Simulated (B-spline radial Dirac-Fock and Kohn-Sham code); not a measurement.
These are calculated numbers from a B-spline atomic structure program; the model is Dirac-Fock ΔSCF + Breit + QED. Two-hole levels are in intermediate coupling, intensities from independent-particle Coulomb rates.

**Question.** These computed lines form the K-LL Auger spectrum of a free neutral atom. Which element, and how are the lines assigned?

| kinetic energy (eV) | relative intensity |
| --- | --- |
| 13471.0 | 16 |
| 13706.3 | 35 |
| 13737.5 | 2 |
| 13801.8 | 17 |
| 13833.6 | 6 |
| 13928.5 | 7 |
| 14028.6 | 100 |
| 14111.0 | 6 |
| 14133.5 | 30 |

**Answer.** Nb ([Kr] 4d4 5s1). From low to high energy: K-L1L1 ¹S0, K-L1L2 ¹P1, K-L1L2 ³P0, K-L1L3 ³P1, K-L1L3 ³P2, K-L2L2 ³P0, K-L2L3 ¹D2, K-L3L3 ¹S0, K-L3L3 ³P2. The labels give the leading jj configuration and the leading LS term by weight; in heavy atoms the literature often keeps the label of the LS limit instead.
